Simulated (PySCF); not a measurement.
Compound: C6H12Si.
Geometry (GFN2-xTB, Å), atoms numbered from 1 in this order:
```
atom  x, y, z in Å
C1     2.582    1.122   -0.402
C2     1.694    0.179   -0.660
C3     0.568   -0.189    0.236
C4     0.250   -1.691    0.376
C5    -1.218   -1.420    0.027
C6    -0.850    0.025   -0.362
Si7   -1.879    1.437    0.374
H8     2.555    1.690    0.514
H9     3.372    1.369   -1.091
H10    1.742   -0.371   -1.592
H11    0.687    0.299    1.205
H12    0.434   -2.117    1.360
H13    0.761   -2.298   -0.370
H14   -1.636   -2.033   -0.770
H15   -1.878   -1.480    0.891
H16   -0.783    0.125   -1.448
H17   -1.952    1.252    1.826
H18   -1.230    2.713    0.070
H19   -3.228    1.398   -0.192
```

The closed-shell SCF was solved with PySCF and density fitting under several settings on one GFN2-xTB geometry (grid level 2 and gas phase unless stated).

```tsv
settings	basis functions	SCF cycles	E (Eh)	HOMO (eV)	LUMO (eV)	dipole (D)
X3LYP/3-21G, IEF-PCM dimethylsulfoxide, grid level 3, energy threshold 1e-06 Eh	91	7	-522.3204	-6.81	0.75	0.89
wB97X/pcSseg-1	186	12	-525.1896	-9.57	2.46	0.61
PBE0/IGLO-II, start guess huckel, damping 0.2 at the start, DIIS from the seventh cycle	239	24	-524.9234	-7.22	0.27	0.68
HF/6-31G*	126	10	-523.0474	-9.48	4.29	0.64
```

Question: Estimate the row for these settings: PBE0/ANO-RCC-VDZP, IEF-PCM methanol, fitting basis def2-universal-jkfit, start guess huckel.

Answer: 
| settings | basis functions | SCF cycles | E (Eh) | HOMO (eV) | LUMO (eV) | dipole (D) |
| --- | --- | --- | --- | --- | --- | --- |
| PBE0/ANO-RCC-VDZP, IEF-PCM methanol, fitting basis def2-universal-jkfit, start guess huckel | 162 | 12 | -524.8287 | -7.09 | 0.49 | 0.97 |

Question: Over all rows, what range does the HOMO–LUMO gap span?

Answer: From 7.49 eV (PBE0/IGLO-II, start guess huckel, damping 0.2 at the start, DIIS from the seventh cycle) to 13.77 eV (HF/6-31G*). The functional of the narrowest has 25 % exact exchange, that of the widest 100 % exact exchange.

Question: And the dipole moment?

Answer: From 0.61 D (wB97X/pcSseg-1) to 0.97 D (PBE0/ANO-RCC-VDZP, IEF-PCM methanol, fitting basis def2-universal-jkfit, start guess huckel); the largest is 1.59 times the smallest, and the median is 0.68 D.

Whole jobs, the steps after the SCF included, on one thread of an Arm Neoverse V1, no GPU, shared host:

```tsv
settings	work after the SCF	wall time	peak memory
X3LYP/3-21G, IEF-PCM dimethylsulfoxide, grid level 3, energy threshold 1e-06 Eh	shieldings, ring-centre shieldings, charges and field gradients	15 s	0.81 GiB
wB97X/pcSseg-1	shieldings, ring-centre shieldings, charges and field gradients	37 s	1.0 GiB
PBE0/IGLO-II, start guess huckel, damping 0.2 at the start, DIIS from the seventh cycle	shieldings, ring-centre shieldings	54 s	1.0 GiB
HF/6-31G*	shieldings, ring-centre shieldings, charges and field gradients	7.5 s	0.73 GiB
PBE0/ANO-RCC-VDZP, IEF-PCM methanol, fitting basis def2-universal-jkfit, start guess huckel	shieldings, ring-centre shieldings, charges and field gradients	49 s	0.89 GiB
```

Cycle counts include a coarse-grid stage where the run had one. All basis functions are spherical, in the Pople sets too. ANO-RCC sets were contracted for a scalar-relativistic Hamiltonian, but ran non-relativistically here. Geometry: GFN2-xTB, one conformer.
